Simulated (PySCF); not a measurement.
Two species compared at the same levels of theory.

First species: C₇H₈FN.
SMILES: `NCc1ccccc1F`

Second species: C3H7NO2Si.
SMILES: `C=N[SiH2]OC(C)=O`

Levels: CAM-B3LYP/def2-SVPD for dipole moment, HOMO energy, LUMO energy, HOMO–LUMO gap, static isotropic polarisability and electronic spatial extent ⟨r²⟩ about the centre of nuclear charge; TDDFT CAM-B3LYP/def2-SVPD for lowest singlet excitation; TDA CAM-B3LYP/def2-SVPD for lowest triplet excitation (Tamm–Dancoff); GFN2-xTB for rotational constant A and rotational constant C. Geometries: GFN2-xTB. Each structure is a single optimised conformer of the isolated species, non-relativistic unless stated; the electronic structure was computed with PySCF and density fitting.

Dipoles, sizes and rotational constants follow the conformer. The torsions of the flexible species, by atom-mapped SMILES:
- `[NH2:1][CH2:2][c:3]1[cH:4][cH:5][cH:6][cH:7][c:8]1[F:9]`: N1–C2–C3–C4 -3°, H–N1–C2–C3 -60°, H–N1–C2–C3 61°
- `[CH2:1]=[N:2][SiH2:3][O:4][C:5]([CH3:6])=[O:7]`: C1–N2–Si3–O4 -136°, N2–Si3–O4–C5 -167°, Si3–O4–C5–C6 178°

Values for the first species:

| Property | Result |
| --- | --- |
| Dipole moment | 2.29 D |
| HOMO energy | -8.40 eV |
| LUMO energy | 0.63 eV |
| HOMO–LUMO gap | 9.03 eV |
| Lowest singlet excitation | 5.47 eV |
| Lowest triplet excitation (Tamm–Dancoff) | 4.14 eV |
| Static isotropic polarisability | 87.6 au |
| Electronic spatial extent ⟨r²⟩ about the centre of nuclear charge | 1202 bohr² |
| Rotational constant A | 2.480 GHz |
| Rotational constant C | 0.936 GHz |

**Question.** Estimate the same properties for the second species, and the change in each.

**Answer.** 
```csv
property,first,second,second less first
dipole moment,2.29 D,2.76 D,+0.47 D
HOMO energy,-8.40 eV,-8.67 eV,-0.27 eV
LUMO energy,0.63 eV,0.06 eV,-0.57 eV
HOMO–LUMO gap,9.03 eV,8.73 eV,-0.30 eV
lowest singlet excitation,5.47 eV,4.02 eV,-1.45 eV
lowest triplet excitation (Tamm–Dancoff),4.14 eV,3.41 eV,-0.73 eV
static isotropic polarisability,87.6 au,75.0 au,-12.6 au
electronic spatial extent ⟨r²⟩ about the centre of nuclear charge,1202 bohr²,1186 bohr²,-16 bohr²
rotational constant A,2.480 GHz,6.311 GHz,+3.831 GHz
rotational constant C,0.936 GHz,0.965 GHz,+0.029 GHz
```

On the first: The dipole equals about 7.6 × 10⁻³⁰ C·m (1 D = 3.33564 × 10⁻³⁰ C·m). The polarisability is 12.97 Å³ as a volume (1 au = 0.148185 Å³), or 1.33 au for each of the 66 electrons.

On the second: S1 lies 4.71 eV below the HOMO–LUMO gap; its leading configuration is HOMO→LUMO, weight 0.97. The polarisability is 11.11 Å³ as a volume (1 au = 0.148185 Å³), or 1.21 au for each of the 62 electrons.
